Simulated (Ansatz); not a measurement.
Program: Ansatz. Geometries: PBE0-D4/def2-TZVP. ΔE: electronic, gas phase. CCSD(T)/CBS adds triple-zeta CCSD(T) − MP2 to the extrapolated MP2 energy (def2 sets, frozen cores). This one scheme is used for every species. Each species was taken in one conformer, which may not be the lowest.

`C=CS[Si](F)(F)F` + H₂ → `F[SiH](F)F` + `C=CS`  (hydrogenolysis of the Si–S bond)

```json
{"species": "`C=CS[Si](F)(F)F`", "MP2/CBS(def2) energy (Eh)": "-1064.27776"}
{"species": "H₂", "MP2/CBS(def2) energy (Eh)": "-1.16771"}
{"species": "`F[SiH](F)F`", "MP2/CBS(def2) energy (Eh)": "-589.23623"}
{"species": "`C=CS`", "MP2/CBS(def2) energy (Eh)": "-476.19455"}
```

Task: Work out ΔE.

Result: ΔE = (-589.23623) + (-476.19455) − (-1064.27776) − (-1.16771) = 0.01469 Eh = +0.40 eV. CCSD(T)/CBS gives +0.33 eV.

Largest T1 diagnostic among the species: 0.012.

In def2-TZVPP, CCSD(T) changes the Hartree–Fock value by +0.23 eV (the triples alone add +0.06 eV) and MP2 by +0.30 eV. The D4 term adds +0.18 eV with B3LYP and +0.10 eV with PBE0; it sums over pairs of atoms, weighted by their polarisabilities, and B3LYP, whose exchange is more repulsive, gets the larger term.

B3LYP here is the variant with VWN-RPA as its local correlation; programs differ in this.
